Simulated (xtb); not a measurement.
CH$_{3}$AlF$_{2}$, charge -1, doublet, at a GFN2-xTB geometry (such geometries of metal compounds can be far from the true shape) (a state made from the parent by changing its charge; the spin is typed, not shown lowest), atoms displaced at random by about 0.05 Å a coordinate. Base run: GFN1-xTB run with xtb 6.7.1.

Here is a job for xtb.
```
$ xtb mol.xyz --gfn 1 --chrg -1 --uhf 1 --opt --json

# file mol.xyz
7

Al    -0.05133519     0.22714328    -0.10346184
C     -1.56336696    -1.39112556    -0.05999006
H     -1.28784020    -2.28953534    -0.64674221
H     -2.57326837    -1.10571508    -0.46600534
H     -1.64150981    -1.72404336     1.09007988
F      0.54271933     1.89644371    -0.47981485
F      1.24633896    -0.69529071     0.56592133
```

Each row names what was changed in the base input (with any setting that the change needs).

```
change               ΔE vs base (mEh)  optimiser steps
-------------------  ----------------  ---------------
base                            0.000               23
opt level = lax                 0.025               20
opt level = vtight             -0.143               94
opt level = extreme            -0.145              115
alpb = hexane                 -47.464               23
engine = lbfgs                 -0.083                -
opt level = tight              -0.138               69
```
